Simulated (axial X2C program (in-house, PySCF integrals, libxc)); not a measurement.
# Nuclear properties of ClZrCl⁺

Calculated with an axial X2C code built on PySCF integrals: two-component X2C with atomic mean-field Coulomb and Gaunt terms, Gaussian nuclei, basis Cl dyall-av3z, Zr dyall-v3z with contracted cores.

Cl–Zr–Cl held linear, with bonds 2.310 and 2.310 Å (near the PBE0 minimum at charge 1 of the determinant lowest at the starting distance; the state shown can have its own minimum elsewhere, held linear; other orders of the atoms were not compared).

Input and command:
```json
{"zs": [17, 40, 17], "q": 1, "bas": ["dyall-av3z", "dyall-v3z", "dyall-av3z"], "r0": [2.53, 2.53], "symm": 1, "scan": ["PBE0", "HF", "B3LYP"], "levels": ["PBE0", "HF", "B3LYP"], "nst": 2}
```
```bash
python solin.py task.json out
```

Keys: zs atomic numbers; q charge; bas basis sets; r0 starting distance in Å; symm equal bonds; scan levels of the two-bond scan; levels methods; nst determinants followed.

Determinant lowest in the PBE0 search, Ω = 3/2 (⟨Sz⟩ = -0.50, ⟨Lz⟩ = 2.00 at PBE0), spin on the atoms Cl 0.01, Zr -0.53, Cl 0.01:

```tsv
level	A∥/gI Cl (MHz)	qzz Cl (a.u.)	A∥/gI Zr (MHz)	qzz Zr (a.u.)
PBE0	-2.21	-0.27	552	-3.53
HF	-1.86	-0.22	570	-3.51
B3LYP	-1.69	-0.36	526	-3.64
```

Determinant 0.10 eV from it at PBE0 and this distance, Ω = 5/2 (⟨Sz⟩ = 0.50, ⟨Lz⟩ = 2.00 at PBE0), spin on the atoms Cl -0.01, Zr 0.53, Cl -0.01:

```
level  A∥/gI Cl (MHz)  qzz Cl (a.u.)  A∥/gI Zr (MHz)  qzz Zr (a.u.)
 PBE0           0.464          -0.27            66.2          -3.57
   HF           -4.25          -0.22              21          -3.53
B3LYP           0.596          -0.36              81          -3.69
```

A∥ (defined per Ω) follows by multiplying with gI = μI/(I μN); qzz is the electric field gradient, eQq0 = 234.96 MHz × Q/barn × qzz. The operators were transformed with the bare-nucleus X2C matrices; with these basis sets, hyperfine constants and field gradients can be off by tens of per cent, and where levels differ in sign neither size nor sign is settled.

Q: With gI(35Cl) = 0.5479, Q(35Cl) = -0.08112 barn, gI(91Zr) = -0.5214, Q(91Zr) = -0.176 barn (g factors from the IAEA table of nuclear moments by Stone; Q from Pyykkö, Mol. Phys. 2018), turn the PBE0 values of the first state into constants in MHz.

A: A∥(35Cl) = -2.21 × 0.5479 = -1.21 MHz; eQq0(35Cl) = 234.96 × (-0.08112) × (-0.27) = 5.15 MHz; A∥(91Zr) = 552 × -0.5214 = -288 MHz; eQq0(91Zr) = 234.96 × (-0.176) × (-3.53) = 146 MHz.

The molecule was held linear; bending was not examined, so a bent shape may lie lower.

Each state is one determinant with collinear spin. Unrestricted Hartree–Fock can overshoot spin polarisation at the nuclei. The search compared states at one distance, so a state with another bond length can lie lower. PBE0 term energies can be off by some tenths of an eV.
